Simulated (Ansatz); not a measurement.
Geometry optimisation, Ansatz, RKS r2SCANh-D4/def2-TZVP.

Input file:

```yaml
crystal:
  periodic: [false, false, false]
  atoms:
    - { symbol: Sn, position_ang: [-0.572, -0.3586, -0.2112] }
    - { symbol: F, position_ang: [0.4891, 1.3702, 0.9367] }
    - { symbol: H, position_ang: [-0.4086, -1.6455, -1.3713] }
    - { symbol: H, position_ang: [-0.9969, -0.9601, 1.3142] }
    - { symbol: H, position_ang: [-1.5096, 0.8854, -0.8813] }
    - { symbol: H, position_ang: [1.3526, 0.7264, 0.3914] }
    - { symbol: H, position_ang: [1.6453, -0.0177, -0.1784] }
basis:
  gaussian: { orbitals: def2-TZVP }
hamiltonian:
  xc: r2scanh
  dispersion: d4
relax:
  f_tol: 0.15
  max_steps: 25
  restrain:
    - { distance: [0, 6], at: 1.7, k: 30.0 }
    - { distance: [5, 1], at: 0.88, k: 30.0 }
    - { distance: [0, 1], at: 3.26, k: 30.0 }
    - { distance: [5, 6], at: 1.92, k: 30.0 }
```

Run as:

```bash
$ ansatz run input.yaml --threads 4 --pin off --max-ram 5120MiB --backend cpu --events-out ev --progress --plain --runs-dir out
```

**Question.** Where does it end, and by what steps?

**Answer.** The run converged. The restraints hold the end off the free minimum; the threshold counts their pulls, which the force column leaves out. Restrained pairs: Sn1–H7 (2.24 → 1.70 Å), F2–H6 (1.21 → 0.91 Å), Sn1–F2 (2.33 → 3.26 Å), H6–H7 (0.98 → 1.92 Å). After 7 steps the energy has fallen by 1.337 eV (the restraints' own energy left out); F2 moved furthest, 0.69 Å.

```csv
step,energy less start (eV),largest force component (eV/Å),accepted
0,0.0000,0.994,yes
1,-0.2264,1.820,yes
2,-0.5706,3.057,yes
3,-0.9714,2.023,yes
4,-1.2523,1.947,yes
5,-1.2995,1.482,yes
6,-1.3357,0.523,yes
7,-1.3372,0.569,yes
```

```xyz
7
Properties=species:S:1:pos:R:3
Sn -0.466 -0.618 -0.405
F 0.858 1.822 1.307
H -0.667 -1.921 -1.477
H -0.950 -1.064 1.156
H -1.327 0.732 -0.957
H 1.356 1.292 0.760
H 1.196 -0.243 -0.383
```

Time of the run: 19 s on 4 threads of Arm Neoverse N1, on a shared host, peak memory 0.21 GiB.
